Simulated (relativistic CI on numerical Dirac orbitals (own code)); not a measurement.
## Radial parameters of Eu²⁶⁺

Computed by Dirac-Coulomb-Breit CI, KLI orbitals optimised for each configuration, model QED (radiative potential, 1s self-energy scaled to tabulated hydrogen-like ionisation energies), unscaled Slater integrals (own radial code, finite nucleus).

Slater integrals F^k, G^k are unscaled and averaged over j, outside the closed core [Ar] 3d10; ζ comes from projecting the Hamiltonian with its Breit term on Σ l·s of the shell.

- 4s²4p⁶4d: ζ(4d) = 24352 cm⁻¹; <r>(4d) = 0.5446, <r^2>(4d) = 0.3386 (bohr units).
- 4s²4p⁵4d²: ζ(4p) = 199430, F^2(4d,4d) = 185200, F^4(4d,4d) = 126070, F^2(4p,4d) = 187610, G^1(4p,4d) = 234600, G^3(4p,4d) = 149880, ζ(4d) = 24244 cm⁻¹; <r>(4p) = 0.5357, <r^2>(4p) = 0.3242, <r>(4d) = 0.5446, <r^2>(4d) = 0.3387 (bohr units).
- 4s²4p⁶4f: ζ(4f) = 3249.8 cm⁻¹; <r>(4f) = 0.5263, <r^2>(4f) = 0.3147 (bohr units).

(1) Give the Racah parameters of the d shell in 4s²4p⁵4d².

Averages of the first 10 configurations, taken without configuration mixing, which lowers the lowest level and can move excited configurations by several eV; other configurations of the list can lie among them:

| Configuration | Parity | States | Average energy above the lowest level (eV) |
| --- | --- | --- | --- |
| 4s²4p⁶4d | even | 10 | 6.5 |
| 4s²4p⁵4d² | odd | 270 | 142.6 |
| 4s²4p⁶4f | odd | 14 | 154.0 |
| 4s4p⁶4d² | even | 90 | 249.4 |
| 4s²4p⁵4d4f | even | 840 | 288.2 |
| 4s4p⁶4d4f | odd | 280 | 395.2 |
| 4s²4p⁶5s | even | 2 | 273.9 |
| 4s²4p⁶5p | odd | 6 | 316.7 |
| 4s²4p⁶5d | even | 10 | 377.5 |
| 4p⁶4d³ | even | 120 | 495.8 |

## Answers

(1) B = F²/49 − 5F⁴/441 = 2350 cm⁻¹ and C = 35F⁴/441 = 10005 cm⁻¹.
